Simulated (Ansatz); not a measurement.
Input for Ansatz (an electronic-structure program): U-HF/def2-TZVPP on CH3Si (SMILES C=[SiH]), 2S+1 = 2, atoms moved off the minimum.

Ansatz 0.2 input:
```yaml
crystal:
  periodic: [false, false, false]
  atoms:
    - {symbol: C, position_ang: [-1.08933827, 0.35486048, -0.00936158]}
    - {symbol: Si, position_ang: [0.57332698, -0.27719546, -0.05002989]}
    - {symbol: H, position_ang: [-1.97984201, -0.21795548, -0.14084777]}
    - {symbol: H, position_ang: [-1.13626751, 1.55377923, 0.05147328]}
    - {symbol: H, position_ang: [1.60156691, 0.55986803, 0.10465610]}
basis:
  gaussian:
    orbitals: def2-TZVPP
hamiltonian:
  xc: {name: HF}
magnetization: {spin_polarized: true, initial_magnetization: 1}
output: {forces: true}
```

Program output:

```
WARN ansatz: RAYON_NUM_THREADS=1 ignored (pool sized by the plan → 1); use --threads N
Functional definition: HF
integrals: 0.03 GiB planned
743 factors; their error is unknown
mean field: 0.24 GiB planned
mean field evaluation 1: about -8934.1914 eV, gradient 2.1e1 eV
mean field evaluation 2: about -8935.8684 eV, gradient 1.5e1 eV
mean field evaluation 4: about -8937.2582 eV, gradient 8.2e-1 eV
mean field evaluation 8: about -8937.2385 eV, gradient 3.8e-1 eV
mean field evaluation 16: about -8937.7603 eV, gradient 2.4e-3 eV
mean field evaluation 32: about -8936.9523 eV, gradient 3.5e0 eV
mean field evaluation 64: about -8937.2623 eV, gradient 3.3e-1 eV
mean field evaluation 96: about -8937.3052 eV, gradient 9.2e-2 eV
mean field evaluation 128: about -8937.2279 eV, gradient 1.1e-1 eV
mean field -8937.76033174 eV, -328.4566339599 hartree, gradient 8.6e-6 eV, S^2 1.312248; 7 other end points of the search recorded, 0 dependent functions left out
the calculation of the forces begins
reference -8937.76033174 eV, -328.4566339599 hartree; 12, 11 occupied and 103, 104 virtual orbitals, 743 factors
Total energy: -8937.76033174 eV, -328.4566339599 hartree
Atom 0 at    -1.089338     0.354860    -0.009362 Å, force     1.231041     3.093808     0.045472 eV/Å
Atom 1 at     0.573327    -0.277195    -0.050030 Å, force    -3.337811    -2.302236    -0.361896 eV/Å
Atom 2 at    -1.979842    -0.217955    -0.140848 Å, force    -0.272232     0.161989     0.038230 eV/Å
Atom 3 at    -1.136268     1.553779     0.051473 Å, force    -0.380659    -3.255506    -0.127908 eV/Å
Atom 4 at     1.601567     0.559868     0.104656 Å, force     2.759661     2.301945     0.406103 eV/Å
Dipole moment:     0.033640     0.010773    -0.016489 e Å
```

Self-consistency was reached. Its determinant has ⟨S²⟩ = 1.31, a mixture of spin states.

Cost: roughly 6 core-seconds.
